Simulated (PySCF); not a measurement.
Q: Write Cartesian coordinates for InChI=1S/C6H3ClN/c7-6-2-1-5(3-6)4-8/h1-3H/q-1 as optimised with GFN2-xTB. (Charge -1.)

A: 
```
atom  x, y, z in Å
N1     3.3749   -0.3597   -0.3588
C2     2.2292   -0.2298   -0.2383
C3     0.8652   -0.0697   -0.0955
C4     0.1588    1.1539   -0.1326
C5    -1.1839    0.8870    0.0492
C6    -1.3057   -0.5009    0.1978
Cl7   -2.8168   -1.3345    0.4518
C8    -0.0731   -1.1082    0.1140
H9     0.6041    2.1251   -0.2792
H10   -1.9925    1.5987    0.0742
H11    0.1452   -2.1594    0.1915
```

Any rigid rotation of these coordinates is as good. Atoms count from 1 in this order. The 5-membered ring C3–C4–C5–C6–C8 has internal angles of 106.2° to 110.6° (sum 540°, against 540° for a flat polygon); it is planar, 0.00 Å rms from its mean plane, widest ring torsion 0°. C4 (aromatic CH carbon) is planar (angles 126.4°, 125.2° and 108.4°, sum 360.0°, 0.00 Å off the plane of its three neighbours). C3 (substituted aromatic carbon) is planar (angles 126.3°, 125.8° and 107.9°, sum 360.0°, 0.00 Å off the plane of its three neighbours). The 6 C–C bonds span 1.377 Å (C6–C8, aromatic) to 1.415 Å (C3–C8, aromatic), a spread of 0.038 Å.

Bonds between heavy atoms (Å): N1≡C2 1.159, C2–C3 1.381, C3–C4 1.413, C4–C5 1.381, C5–C6 1.401, C6–Cl7 1.744, C6–C8 1.377, C3–C8 1.415.

Computed geometry: GFN2-xTB, gas phase.

Point group: Cs (tolerance 0.08 Å). Stationary, but not proved a minimum.
